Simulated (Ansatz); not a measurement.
`N[SiH2]CS` at its PBE0-D4/def2-TZVP geometry, where that method's forces vanish. The species carries charge 0 and has multiplicity 1.

| atom | x (Å) | y (Å) | z (Å) |
| --- | --- | --- | --- |
| N1 | -0.0359 | -0.6194 | -1.4832 |
| Si2 | -0.8752 | -0.0775 | -0.0808 |
| C3 | 0.3306 | 0.2195 | 1.3239 |
| S4 | 1.6816 | 1.3104 | 0.8117 |
| H5 | -0.2602 | -0.2209 | -2.3795 |
| H6 | 0.2633 | -1.5762 | -1.5768 |
| H7 | -1.5404 | 1.1966 | -0.4502 |
| H8 | -1.8908 | -1.0597 | 0.4035 |
| H9 | 0.7216 | -0.7173 | 1.7304 |
| H10 | -0.1969 | 0.7290 | 2.1351 |
| H11 | 1.8023 | 0.8156 | -0.4340 |

Q: For each bond, give half the difference of the two atoms' forces along it (eV/Å; positive pushes the atoms apart) under PBE-D4, r2SCAN-D4, B3LYP-D4, ωB97M-V in def2-TZVPP. (Best estimate.)

A: Ansatz gave: 
```csv
bond,length (Å),PBE-D4,r2SCAN-D4,B3LYP-D4,ωB97M-V
N1–Si2,1.722,0.09,0.00,0.11,0.11
N1–H5,1.006,0.19,0.02,-0.02,-0.03
N1–H6,1.007,0.20,0.02,-0.01,-0.03
Si2–C3,1.875,-0.03,-0.01,0.05,0.01
Si2–H7,1.484,0.04,-0.04,-0.11,-0.13
Si2–H8,1.494,0.03,-0.02,-0.13,-0.15
C3–S4,1.810,0.18,0.19,0.31,0.14
C3–H9,1.093,0.10,-0.03,-0.10,-0.09
C3–H10,1.094,0.11,-0.03,-0.11,-0.08
S4–H11,1.346,0.28,0.01,-0.04,-0.13
```

B3LYP here is the variant with VWN-RPA as its local correlation; programs differ in this.
